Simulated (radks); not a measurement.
Results of a calculation; reference values are marked as such.
Ionisation of the lanthanum ion La2+, [Xe] 5d1, to La3+, [Xe], under several functionals. Dirac Kohn-Sham, spin-unpolarised, spherical densities, point nucleus; open shells are shared between the two j in proportion to 2j + 1; a radial shooting solver on a logarithmic mesh with Libxc functionals. Known Delta-SCF values: Wu-Cohen GGA 18.894 eV; HCTH/407 19.165 eV. What does PBEsol give, and what is its highest occupied eigenvalue?

Answer. 18.896 eV by Delta-SCF; the 5d5/2 eigenvalue is -14.554 eV. NIST: 19.177 eV (measured).

Beside tabulated values, note that spin-unpolarised runs miss the spin-polarisation part of the exchange energy of open shells.
